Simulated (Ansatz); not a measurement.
MgAg₆⁺, relaxed as a doublet with UKS PBE-D4/def2-SVP in Ansatz, starting from the GFN1-xTB geometry. Force threshold 0.02 eV/Å.

In the def2 sets Ag takes a core potential; there is no spin–orbit coupling. The relaxation made no stability test and no search for a lower SCF solution. No other spin state of charge 1 was run. The structure comes from a short search, and lower isomers may exist.

Start:

```xyz
7

Mg   -0.6557    3.2512    1.2381
Ag   -0.9819   -1.3274    2.0264
Ag   -0.4374   -1.8165   -0.6669
Ag   -0.3548    0.7799    0.2494
Ag   -0.8976    0.2678   -2.4715
Ag    1.6389   -1.0419    1.1410
Ag    1.6885   -0.1131   -1.5165
```

(1) Estimate the energy that the relaxation releases and the steps that it takes.

(2) Does the start keep its bonding?

(3) Predict the relaxed structure.

Results:

(1) 57.5 kJ/mol, in 21 steps; 2.7 min on 4 threads of Arm Neoverse V1 on a shared host. No frequencies were taken in this run, so the end may be a saddle point.

(2) Bonds formed: Mg1–Ag2, Mg1–Ag3, Mg1–Ag5 (atoms count from 1).

(3) 
```xyz
7

Mg   -1.8226    1.3686    0.4686
Ag   -0.6454   -0.3413    2.2933
Ag   -0.9286   -1.1030   -0.4279
Ag    0.9406    1.0923    0.4243
Ag   -0.5558    1.2429   -1.9844
Ag    1.4783   -1.6202    0.9369
Ag    1.5335   -0.6392   -1.7108
```
Bond lengths (bridged metal pairs left out): 12 × Ag–Ag 2.81 to 3.01 Å; 4 × Ag–Mg 2.76 to 2.78 Å.
